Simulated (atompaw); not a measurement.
**H: variants of one PAW (atompaw) potential**

Base potential:

H (Z = 1), PAW, made with atompaw 4.2.0.5 (PBEsol, scalar-relativistic). Core none, reference 1s1. Waves: 1s (bound): rc 1.05 bohr; 1s channel at 2.05 Ry: rc 1.05 bohr; 2p channel at 0.2 Ry: rc 0.80 bohr. Local part: vpsmatchnc scheme with l = 2 at 0 Ry, radius 0.95 bohr. Core correction: none. Augmentation charge: gaussian compensation charge, radius 0.90 bohr; PAW radius 1.05 bohr; waves and projectors: custom rrkj vanderbiltortho.

Cutoffs, loose and tight: the cutoffs (Ry, on a coarse ladder) from which the occupation-weighted sum of valence levels, in a spherical-Bessel basis at the reference potential, stays within 10 and 1 mRy of its value at 400 Ry. They see the waves, projectors and local potential, not the compensation charge or the core. A dash means not determined.

```tsv
change	outcome	cutoff, loose	cutoff, tight	bound ghosts
base	generated	18 Ry	35 Ry	none
local potential troulliermartins scheme with l = 2 at 0 Ry, radius 0.95 bohr	generated	18 Ry	35 Ry	none
augmentation gaussian compensation charge, radius 0.48 bohr; PAW radius 1.05 bohr; waves and projectors: custom rrkj vanderbiltortho	generated	18 Ry	35 Ry	none
wave 1s channel at 2.05 Ry: rc 1.05 bohr becomes 1s channel at 2.05 Ry: rc 0.70 bohr	generated	18 Ry	30 Ry	none
all radii scaled by about 0.88 (s 0.92, p 0.70 bohr); local potential vpsmatchnc scheme with l = 2 at 0 Ry, radius 0.82 bohr; augmentation gaussian compensation charge, radius 0.78 bohr; PAW radius 0.92 bohr; waves and projectors: custom rrkj vanderbiltortho	generated	21 Ry	40 Ry	none
augmentation gaussian compensation charge, radius 0.90 bohr; PAW radius 1.05 bohr; waves and projectors: custom polynom vanderbiltortho	generated	18 Ry	30 Ry	none
wave 2p channel at 0.2 Ry: rc 0.80 bohr becomes 2p channel at 0.12 Ry: rc 0.80 bohr	generated	18 Ry	35 Ry	none
functional LDA (PW92)	generated	18 Ry	35 Ry	none
```

Problem. What comes out with this change to the base: wave 1s (bound): rc 1.05 bohr becomes 1s (bound): rc 0.62 bohr?

Solution. outcome: generated; cutoff, loose: 40 Ry; cutoff, tight: 70 Ry; bound ghosts: none.
